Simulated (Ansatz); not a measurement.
Basis sets compared for n-GeSiSiGeH10 (Si₂Ge₂H₁₀). Total charge 0; singlet. Geometry PBE-D4/def2-SVP. Ansatz on 4 threads of Intel Xeon on a shared host; times are rough, and most runs start from earlier orbitals.

```xyz
14

Ge   -1.411   -1.759   -0.888
Ge    2.296    0.775   -0.030
Si   -1.302   -0.219    0.944
Si    0.072    1.587    0.331
H    -1.956   -1.040   -2.151
H     0.008   -2.298   -1.213
H    -2.335   -2.964   -0.570
H    -2.691    0.241    1.304
H    -0.707   -0.911    2.144
H     0.087    2.656    1.395
H    -0.450    2.198   -0.945
H     2.292   -0.308   -1.142
H     3.262    1.913   -0.453
H     2.836    0.128    1.274
```

Another isomer (singlet) lies 0.23 eV lower at PBE0-D4/def2-TZVP; other spin states weren't run for this one.

Binding counts from free atoms (Ge triplet, Si triplet, H doublet) in the same basis, without a counterpoise term.

| level | functions | energy (Eh) | HOMO (eV) | LUMO (eV) | binding per atom (eV) | wall time |
| --- | --- | --- | --- | --- | --- | --- |
| PBE-D4/def2-SVP | 150 | -4737.3439 | -6.83 | -0.97 | 2.77 | 1.2 s |
| PBE0-D4/def2-SVP | 150 | -4737.5260 | -7.90 | -0.20 | 2.78 | 2.3 s |

(1) Estimate the rows for PBE-D4/def2-TZVP (with forces), PBE0-D4/def2-TZVP.

Answers

(1) 
```tsv
level	functions	energy (Eh)	HOMO (eV)	LUMO (eV)	binding per atom (eV)	wall time
PBE-D4/def2-TZVP (with forces)	230	-4738.0740	-6.82	-1.19	2.78	2.7 s
PBE0-D4/def2-TZVP	230	-4738.2508	-7.85	-0.39	2.78	4.6 s
```
